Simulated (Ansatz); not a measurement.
Reactions of `F[SiH2]N([SiH3])[SiH3]`.

Gas-phase electronic energies from Ansatz, PBE0-D4/def2-TZVP geometries. CCSD(T)/CBS is the MP2 limit (def2-TZVPP, def2-QZVPP) plus CCSD(T) − MP2 in def2-TZVPP, frozen cores. This one scheme is used for every species. No spin–orbit coupling; open shells (•) take unrestricted orbitals. For Ga, Se outer-core shells are correlated without core-valence functions, which leaves a few kJ/mol of doubt a bond. Scalar relativity is left out up to krypton. One conformer a species, not always the lowest.

```json
{"reaction": "`F[SiH2]N([SiH3])[SiH3]` + `C=CCS` → `C=CCS[SiH3]` + `F[SiH2]N[SiH3]`", "CCSD(T)/CBS(def2) (kcal/mol)": "-1.8"}
{"reaction": "`F[SiH2]N([SiH3])[SiH3]` + PH₃ → `F[SiH2]P` + `[SiH3]N[SiH3]`", "CCSD(T)/CBS(def2) (kcal/mol)": "15.3"}
{"reaction": "`F[SiH2]N([SiH3])[SiH3]` + H₂ → `F[SiH3]` + `[SiH3]N[SiH3]`", "CCSD(T)/CBS(def2) (kcal/mol)": "15.3"}
{"reaction": "`F[SiH2]N([SiH3])[SiH3]` + `F[SiH](F)S` → `F[SiH2]S[SiH](F)F` + `[SiH3]N[SiH3]`", "CCSD(T)/CBS(def2) (kcal/mol)": "2.9"}
{"reaction": "`F[SiH2]N([SiH3])[SiH3]` + `[OH][GaH2]` → `[SiH3][O][GaH2]` + `F[SiH2]N[SiH3]`", "CCSD(T)/CBS(def2) (kcal/mol)": "-11.0"}
{"reaction": "`F[SiH2]N([SiH3])[SiH3]` → `[SiH3]N[SiH3]` + `F[SiH]`", "CCSD(T)/CBS(def2) (kcal/mol)": "?"}
{"reaction": "`F[SiH2]N([SiH3])[SiH3]` → `[SiH3][N][SiH3]`• + `F[SiH2]`•", "CCSD(T)/CBS(def2) (kcal/mol)": "?"}
{"reaction": "`F[SiH2]N([SiH3])[SiH3]` + `OC[SeH]` → `F[SiH2]OC[SeH]` + `[SiH3]N[SiH3]`", "CCSD(T)/CBS(def2) (kcal/mol)": "-7.1"}
```

Task: Fill in the missing values. (Best estimate.)

Result: Computed: `F[SiH2]N([SiH3])[SiH3]` → `[SiH3]N[SiH3]` + `F[SiH]`: +68.2 kcal/mol; `F[SiH2]N([SiH3])[SiH3]` → `[SiH3][N][SiH3]`• + `F[SiH2]`•: +123.8 kcal/mol.

Largest T1 diagnostic: 0.018, for `[SiH3][N][SiH3]`•.
